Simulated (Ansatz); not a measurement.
Isolated molecules relaxed with PBE0-D4/def2-TZVP in Ansatz; ΔE leaves out vibrations. CBS: MP2 limit from def2 TZ/QZ plus the TZ coupled-cluster correction, frozen cores. This one scheme is used for every species, atoms too. For atomizations the MP2-based limit and the directly extrapolated one differ by several kJ/mol either way, and by 10 to 25 for some Ge, Se and Sn compounds, so smaller differences from it don't rank the levels. DFT in def2-TZVPP. HSE06 is defined as in plane-wave codes. No spin–orbit coupling; open shells (•) take unrestricted orbitals. Spin–orbit coupling would lower the free atoms: a little for C, S; clearly for Ge. For Ge outer-core shells are correlated without core-valence functions, so the limit isn't a true one: a few kJ/mol of doubt a bond, and 10 to 20 or more in all where bonds break to atoms. Scalar relativity is left out up to krypton.

Reaction (atomization): `[GeH3]/[CH]=C1\CS1` → 3 C• + Ge• + 6 H• + S•

(1) What is ΔE at CCSD(T)/CBS? (An estimate is asked.)

(2) What do these levels give: PBE-D4, PBE, BLYP, r2SCAN, HSE06, SCS-MP2/def2-TZVPP? (Estimate.)

Largest T1 diagnostic among the species: 0.013.

Answers

(1) Computed: +3978.9 kJ/mol.

(2) The calculation gave: PBE-D4 4089.6, PBE 4063.0, BLYP 3905.3, r2SCAN 4005.5, HSE06 3997.6, SCS-MP2/def2-TZVPP 3920.7 kJ/mol.

The D4 term adds +43.0 kJ/mol with B3LYP and +22.6 kJ/mol with PBE0; it sums over pairs of atoms, weighted by their polarisabilities, and B3LYP, whose exchange is more repulsive, gets the larger term. Leaving LDA and LC-ωPBE aside and taking each functional with its dispersion term where it has one, the values, not all of them listed here, spread over 239.4 kJ/mol, from BHLYP-D4 to PBE-D4. LDA lies +544.6 kJ/mol from PBE without D4, its usual overbinding.

B3LYP here is the variant with VWN-RPA as its local correlation; programs differ in this.
